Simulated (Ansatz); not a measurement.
Reaction (redistribution): `C[SiH](S)S` + `C[O][Ga]([F])[SH]` → `S[SiH](S)S` + `C[O][Ga]([CH3])[F]`

Computed with Ansatz on PBE0-D4/def2-TZVP structures; ΔE is electronic, products minus reactants. CCSD(T)/CBS adds triple-zeta CCSD(T) − MP2 to the extrapolated MP2 energy (def2 sets, frozen cores). This one scheme is used for every species. DFT in def2-TZVPP. For Ga outer-core shells are correlated without core-valence functions, which leaves a few kJ/mol of doubt a bond. Scalar relativity is left out up to krypton. Each species was taken in one conformer, which may not be the lowest.

`C[SiH](S)S`:

Z-matrix (Å, degrees):
```
C
Si 1 1.860
H 1 1.093 2 110.6
H 1 1.092 2 110.8 3 120.2
H 1 1.092 2 110.0 3 -120.0
S 2 2.139 1 105.5 3 -59.3
S 2 2.138 1 113.5 3 177.4
H 2 1.484 1 111.7 3 62.0
H 6 1.343 2 94.6 1 -176.3
H 7 1.344 2 94.5 1 63.3
```

`C[O][Ga]([F])[SH]`:

Z-matrix (Å, degrees):
```
C
O 1 1.413
H 1 1.094 2 109.3
H 1 1.095 2 113.1 3 120.7
H 1 1.094 2 109.4 3 -118.5
Ga 2 1.764 1 122.8 3 -122.0
S 6 2.169 2 123.4 1 -179.8
F 6 1.750 2 116.8 1 0.2
H 7 1.345 6 91.6 2 0.0
```

`S[SiH](S)S`:

Z-matrix (Å, degrees):
```
Si
S 1 2.125
S 1 2.131 2 115.2
S 1 2.127 2 108.1 3 -118.1
H 1 1.481 2 103.9 3 120.9
H 2 1.345 1 94.0 3 53.9
H 3 1.345 1 94.0 2 70.5
H 4 1.346 1 94.2 2 171.1
```

`C[O][Ga]([CH3])[F]`:

Z-matrix (Å, degrees):
```
C
O 1 1.404
H 1 1.095 2 110.0
H 1 1.095 2 109.8 3 -118.7
H 1 1.099 2 113.7 3 120.7
Ga 2 1.773 1 123.4 3 -118.5
F 6 1.752 2 110.2 1 179.3
C 6 1.944 2 128.7 1 -0.3
H 8 1.090 6 109.6 2 -146.2
H 8 1.092 6 109.6 2 95.1
H 8 1.090 6 111.2 2 -25.0
```

```
             species  ωB97M-V energy (Eh)
        `C[SiH](S)S`          -1127.62466
 `C[O][Ga]([F])[SH]`          -2538.63835
        `S[SiH](S)S`          -1486.52769
`C[O][Ga]([CH3])[F]`          -2179.72221
```

Q: Work out ΔE.

A: ΔE = (-1486.52769) + (-2179.72221) − (-1127.62466) − (-2538.63835) = 0.01311 Eh = +34.4 kJ/mol. CCSD(T)/CBS gives +31.5 kJ/mol.

Largest T1 diagnostic among the species: 0.014.

In def2-TZVPP, CCSD(T) changes the Hartree–Fock value by −10.6 kJ/mol (the triples alone add −1.2 kJ/mol) and MP2 by −13.4 kJ/mol.
